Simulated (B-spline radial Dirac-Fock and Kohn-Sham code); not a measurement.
Tb: eigenvalues, ΔSCF and the reference

System: atomic terbium, [Xe] 4f9 6s1 6p1 (not the ground configuration).

The density-functional columns are spherical, spin-unpolarised Dirac-Kohn-Sham results without Breit or QED terms: −ε is minus the orbital energy of the initial state and ΔSCF the difference of two total energies. The reference in the last column comes from multi-electron Dirac-Fock with separately optimised hole states, Breit and Lamb-shift corrections added in first order. All numbers are from a radial B-spline solver, in eV; a selection of levels is shown. The Kohn-Sham columns are given as differences from the reference. For the 1s level of heavy atoms much of the gap between ΔSCF and the reference is the Breit and QED part, -227.0 eV here; for other levels the error of the functional can be larger.

```tsv
level	LDA −ε − DF	LDA ΔSCF − DF	Dirac-Fock
K (1s)	-249.1	+214.9	51997.7
L1 (2s)	-140.6	-58.9	8717.0
L2 (2p1/2)	-101.6	+3.1	8255.9
L3 (2p3/2)	-109.4	-16.0	7518.0
M1 (3s)	-67.7	-45.5	1970.4
M2 (3p1/2)	-52.6	-28.8	1771.1
M3 (3p3/2)	-51.6	-29.7	1616.3
M4 (3d3/2)	-31.5	-5.0	1277.3
M5 (3d5/2)	-32.1	-6.3	1244.4
N1 (4s)	-31.3	-22.4	408.7
N2 (4p1/2)	-24.3	-15.5	329.5
N3 (4p3/2)	-24.6	-16.0	295.3
N4 (4d3/2)	-12.5	-4.2	164.1
N5 (4d5/2)	-12.6	-4.4	158.0
N6,7 (4f)	-2.3	+4.6	6.97
O2 (5p1/2)	-3.6	+1.7	33.13
O3 (5p3/2)	-3.7	+1.4	28.77
P1 (6s)	-1.5	+1.0	6.14
P2,3 (6p)	-1.3	+0.5	3.18
```

Values without a named source are computed, but for edge energies of neutral atoms, which are taken from tables.
